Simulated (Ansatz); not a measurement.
Species: HCl$_{2}$GaS, SMILES `[SH][Ga]([Cl])[Cl]` (H–S–Ga–Cl torsion 180°) (charge 0, multiplicity 1).

### Question
Give a relaxed geometry from r2SCAN-D4/def2-TZVP run with Ansatz (a program for electronic structure).

### Answer
This is not unique; one that fits is the end point of this relaxation, one of several conformers (outside a Z-matrix the atoms follow the SMILES, hydrogens last).
Bonds (Å): S1–Ga2 2.173, S1–H5 1.346, Ga2–Cl3 2.120, Ga2–Cl4 2.126. Bond angles (°): Ga2–S1–H5 92.1, S1–Ga2–Cl3 120.1, S1–Ga2–Cl4 121.5, Cl3–Ga2–Cl4 118.4.
